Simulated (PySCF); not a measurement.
**Spinor energies of Tb(32+) (terbium, charge +32)**

Start: [Ar] 3d10 4s2 4p3; 4p1/2 filled at m_j = -1/2, +1/2; 4p3/2 filled at m_j = +3/2. Calculated with PySCF 2.14 in an even-tempered Gaussian basis (17 s from 3.1 bohr⁻², ratio 2.8; 13 p from 4.1 bohr⁻², ratio 2.8; 8 d from 7.2 bohr⁻², ratio 2.8; 4 f from 19 bohr⁻², ratio 3): generalised Hartree-Fock with the X2C-1e Hamiltonian and a Gaussian nucleus; one run each with spin-orbit coupling (SO) switched off, then screened by Boettger's factors.

| spinor shell | electrons | ε, spin-free (eV) | ε, screened SO (eV) | weight of nominal j (screened SO) | rms radius, screened SO (bohr) |
| --- | --- | --- | --- | --- | --- |
| 1s1/2 | 2 | -53507.2 | -53494.5 | 1.000 | 0.0245 |
| 2s1/2 | 2 | -10020.5 | -10015.3 | 1.000 | 0.0989 |
| 2p1/2 | 2 | -9039.4 | -9566.7 | 1.000 | 0.0846 |
| 2p3/2 | 4 | -9039.4 | -8811.7 | 1.000 | 0.0910 |
| 3s1/2 | 2 | -3180.0 | -3177.2 | 1.000 | 0.252 |
| 3p1/2 | 2 | -2868.9 | -2983.7 | 1.000 | 0.243 |
| 3p3/2 | 4 | -2868.9 | -2816.7 | 1.000 | 0.256 |
| 3d3/2 | 4 | -2472.8 | -2492.3 | 1.000 | 0.227 |
| 3d5/2 | 6 | -2472.8 | -2455.9 | 1.000 | 0.231 |
| 4s1/2 | 2 | -1420.2 | -1419.1 | 1.000 | 0.536 |
| 4p1/2 | 2 | -1317.3 | -1343.7 | 0.997 | 0.535 |
| 4p3/2 | 1 | -1317.3 | -1297.4 | 1.000 | 0.555 |

```json
{"quantity": "E (hartree)", "spin-free": "-11143.68655", "screened SO": "-11153.10524"}
{"quantity": "M_J", "spin-free": "3/2", "screened SO": "3/2"}
{"quantity": "⟨J²⟩", "spin-free": "3.750", "screened SO": "3.751"}
{"quantity": "⟨L²⟩", "spin-free": "0.000", "screened SO": "2.380"}
{"quantity": "⟨S²⟩", "spin-free": "3.750", "screened SO": "1.616"}
```

Each row is a mean over spinors that exchange with the open shell spreads, by up to 12.617 eV (4s1/2).

Breit and QED terms are absent; they matter most for the inner s and p1/2 levels.

Densities and radii are taken from the X2C orbitals without a picture-change correction, which distorts them close to the nucleus.

Without spin-orbit coupling the j labels of p, d and f shells carry no meaning; the spin-free column gives the mean over the occupied spinors of each nl shell.
